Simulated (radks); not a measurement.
Values are calculated unless marked as measured or tabulated.
Radial electron density D(r) = 4 pi r^2 rho(r) of an atom or ion with 6 electrons. Code: a radial shooting solver on a logarithmic mesh with Libxc functionals. Model: non-relativistic Kohn-Sham, PBEsol, spin-unpolarised, spherical densities, point nucleus.

r (bohr)  D(r) (e/bohr)
0.007914          2.697
0.008852          3.256
0.009901          3.913
0.01099           4.623
0.01229           5.504
0.01374           6.514
0.01525           7.573
0.01706           8.843
0.01908           10.24
0.02134           11.76
0.02368           13.24
0.02649           14.88
0.02963           16.51
0.03287           17.96
0.03677           19.36
0.04113           20.50
0.046             21.28
0.05104           21.60
0.05709           21.44
0.06386           20.70
0.07085           19.51
0.07925           17.74
0.08864           15.58
0.09915           13.23
0.11              11.07
0.1231            8.994
0.1376            7.381
0.1527            6.412
0.1708            5.962
0.1911            6.032
0.2137            6.417
0.2371            6.822
0.2652            7.061
0.2967            6.922
0.3292            6.419
0.3682            5.583
0.4118            4.664
0.4606            3.910
0.5111            3.499
0.5717            3.377
0.6395            3.438
0.7096            3.459
0.7936            3.258
0.8877            2.764
0.9929            2.068
1.102             1.393
1.232            0.7864
1.378            0.3768
1.529            0.1620
1.711           0.05386
1.913           0.01437
2.14           0.003005
2.375         0.0005527

What is the nuclear charge?

Answer. Z = 19. The innermost maximum, from 1s, lies near 1/Z = 0.0526 bohr (found: 0.0523), and its height grows with Z. The density is that of the potassium ion K13+ in [He] 2s2 3p2; the configuration itself is not fixed sharply by these data, and Z only to about a unit. D(r) has 3 maxima, at r = 0.0523, 0.270, 0.687 bohr, and minima at 0.178, 0.572 bohr, inside which lie 2.16, 4.23 electrons.
